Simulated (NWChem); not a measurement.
System meant: C2H7FSn; SMILES [CH3][SnH]([CH3])[F]

Here is an NWChem input.

```
start job
memory heap 200 mb stack 900 mb global 1100 mb
geometry units angstroms noautoz
  Sn     0.059441    -0.228919     0.000000
  C     -0.784905     0.565243    -1.799083
  C     -0.784905     0.565243     1.799083
  F      1.913877     0.385970     0.000000
  H      0.187400    -1.941326     0.000000
  H     -1.794366     0.158869    -1.958090
  H     -0.151652     0.295140    -2.655426
  H     -0.846020     1.660135    -1.728038
  H     -0.151652     0.295140     2.655426
  H     -1.794366     0.158869     1.958090
  H     -0.846020     1.660135     1.728038
end
basis spherical
  * library def2-svp
end
ecp
  Sn library def2-ecp
end
dft
  odft
  mult 2
  xc pbe0
  iterations 150
  mulliken
end
task dft energy
```

End of the output:

```
                                 NWChem DFT Module
                                 -----------------

 Summary of "ao basis" -> "ao basis" (spherical)
 ------------------------------------------------------------------------------
       Tag                 Description            Shells   Functions and Types
 ---------------- ------------------------------  ------  ---------------------
 Sn                         def2-svp                10       26   4s4p2d
 C                          def2-svp                 6       14   3s2p1d
 F                          def2-svp                 6       14   3s2p1d
 H                          def2-svp                 3        5   2s1p

 Summary of "ao basis" -> "ao basis" (spherical)
 ------------------------------------------------------------------------------
       Tag                 Description            Shells   Functions and Types
 ---------------- ------------------------------  ------  ---------------------
 Sn                         def2-svp                10       26   4s4p2d
 C                          def2-svp                 6       14   3s2p1d
 F                          def2-svp                 6       14   3s2p1d
 H                          def2-svp                 3        5   2s1p

      Symmetry analysis of basis
      --------------------------

        a'         61
        a"         42

  number of electrons :                   50
  multiplicity        :                    2
 ------------------------------------------------------------------------
  no. of electrons and multiplicity not compatible                  50
 ------------------------------------------------------------------------
 ------------------------------------------------------------------------
  current input line :
    29: task dft energy
 ------------------------------------------------------------------------
 ------------------------------------------------------------------------
 There is an error in the input file
 ------------------------------------------------------------------------
 For more information see the NWChem manual at https://nwchemgit.github.io

0: no. of electrons and multiplicity not compatible:Received an Error in Communication
```

### Question
Can this run be used? If not, why, and what is the fix?

### Answer
The program refused the input. Cause: the multiplicity doesn't fit the number of electrons (an even count wants an odd multiplicity, and the reverse). This input runs:
```
start job
memory heap 200 mb stack 900 mb global 1100 mb
geometry units angstroms noautoz
  Sn     0.059441    -0.228919     0.000000
  C     -0.784905     0.565243    -1.799083
  C     -0.784905     0.565243     1.799083
  F      1.913877     0.385970     0.000000
  H      0.187400    -1.941326     0.000000
  H     -1.794366     0.158869    -1.958090
  H     -0.151652     0.295140    -2.655426
  H     -0.846020     1.660135    -1.728038
  H     -0.151652     0.295140     2.655426
  H     -1.794366     0.158869     1.958090
  H     -0.846020     1.660135     1.728038
end
basis spherical
  * library def2-svp
end
ecp
  Sn library def2-ecp
end
dft
  xc pbe0
  iterations 150
  mulliken
end
task dft energy
```
It converges to -394.25104 Ha (PBE0/def2-SVP with def2 effective core potentials on Sn).
